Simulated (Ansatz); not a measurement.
Ideal-gas functions of BClH3NOSi, SMILES `O[Si]1(Cl)BN1` at 800 K and 1 bar, from an Ansatz frequency run at PBE0-D4/def2-TZVP.

Molar mass 107.38 g/mol, point group C1 (symmetry number 1), electronic degeneracy 1, moments of inertia 100.812, 191.901, 259.55 u Å². Harmonic wavenumbers (cm⁻¹, unscaled): 176, 201, 259, 265, 295, 481, 602, 687, 725, 840, 871, 874, 987, 1096, 1307, 2702, 3560, 3908.

Use S(trans) = R[1.5 ln M + 2.5 ln T − 1.1517]; rotational temperatures θ = 24.2544 K / I; S(rot) = R[ln(√π/σ · √(T³/θAθBθC)) + 1.5]; for each mode x = 1.438777 ν̃/T, S = R[x/(eˣ − 1) − ln(1 − e⁻ˣ)] and H = RT x/(eˣ − 1); 1 cm⁻¹ = 0.0119627 kJ/mol; R = 8.31446 J/(mol·K).

By hand: the entropy, in J/(mol·K).

Translation 187.7. Rotation: θ = 0.2406, 0.1264, 0.0934 K, giving 125.0. Vibration, mode by mode: 17.91, 16.82, 14.74, 14.55, 13.68, 9.77, 8.05, 7.07, 6.67, 5.63, 5.38, 5.36, 4.56, 3.90, 2.89, 0.38, 0.10, 0.06, in all 137.5. Electronic 0.0. Sum 450.2 J/(mol·K).

By hand: H − E and G − E in kJ/mol, counted from the electronic energy.

Zero-point energy ½ × 19836 × 0.0119627 = 118.6; thermal vibration 56.0; translation, rotation and pV give 4 RT = 26.6. H − E = 201.2 kJ/mol, and G − E = 201.2 − 800 × 450.2/1000 = -159.0 kJ/mol.

Vibration gives 31 % of the entropy. The sum counts one conformer and one mirror image; others add a mixing term.
